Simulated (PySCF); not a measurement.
Mapped SMILES: `[CH3:1][C:2]#[N+:3][AlH2-:4][c:5]1[cH:6][cH:7][cH:8][s:9]1`. Each H is labelled by its parent atom.

Geometry: PBE0-D3(BJ)/def2-SVP; GIAO absolute shieldings from PySCF, gas phase, non-relativistic, averaged over equivalent atoms.

At PBE0/pcSseg-1 (207 basis functions, 36 s wall time on 1 thread of an Arm Neoverse V1, shared host):
```tsv
atoms	σ (ppm)
C5	32.8
C6	41.5
C8	45.2
C7	52.3
C2	57.5
C1	183.0
N3	21.5
Al4	440.6
S9	239.1
H(C6)	23.78
H(C8)	23.84
H(C7)	24.05
H(Al4)	26.99
H(C1)	29.13
```

Estimate the result of repeating the calculation with HF/pcSseg-1.

Results:


```
 atoms  σ at HF/pcSseg-1  change
    C5              30.1    -2.7
    C6              46.8    +5.3
    C8              46.5    +1.3
    C7              57.2    +4.9
    C2              58.6    +1.1
    C1             189.8    +6.8
    N3              22.1    +0.6
   Al4             476.4   +35.8
    S9             308.3   +69.2
 H(C6)             24.20   +0.42
 H(C8)             24.16   +0.32
 H(C7)             24.51   +0.46
H(Al4)             27.73   +0.74
 H(C1)             29.42   +0.29
```

The largest change is at S9 (aromatic ring sulfur). Cost: 207 basis functions, 19 s wall time on 1 thread of an Arm Neoverse V1, shared host. The order of the carbon signals changes between the two levels.
